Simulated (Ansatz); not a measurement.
Consider the cleavage of the Al–Si bond: `C[Si](O)(F)[AlH][OH]` + `N[SiH3]` → `[OH][AlH][NH][SiH3]` + `C[SiH](O)F`.

Gas-phase electronic energies from Ansatz, PBE0-D4/def2-TZVP geometries. CCSD(T)/CBS is the MP2 limit (def2-TZVPP, def2-QZVPP) plus CCSD(T) − MP2 in def2-TZVPP, frozen cores. This one scheme is used for every species. DFT in def2-TZVPP. B3LYP here is the variant with VWN-RPA as its local correlation; programs differ in this. One conformer a species, not always the lowest.

```
             level  ΔE (kcal/mol)
            PBE-D4          -23.7
               PBE          -23.6
             B3LYP          -28.0
    MP2/def2-TZVPP          -31.7
CCSD(T)/def2-TZVPP          -29.7
     HF/def2-QZVPP          -32.2
SCS-MP2/def2-QZVPP          -31.4
    CCSD/CBS(def2)          -29.6
```

**Question.** What does CCSD(T)/CBS give? (An estimate is asked.)

**Answer.** Ansatz gave: -29.3 kcal/mol. The listed levels differ from it by 5.6, 5.7, 1.3, -2.4, -0.4, -2.9, -2.1, -0.3 kcal/mol.

Largest T1 diagnostic among the species: 0.013.

From PBE to PBE0 (25 % exact exchange), in def2-TZVPP and without D4, ΔE moves by −1.9 kcal/mol.
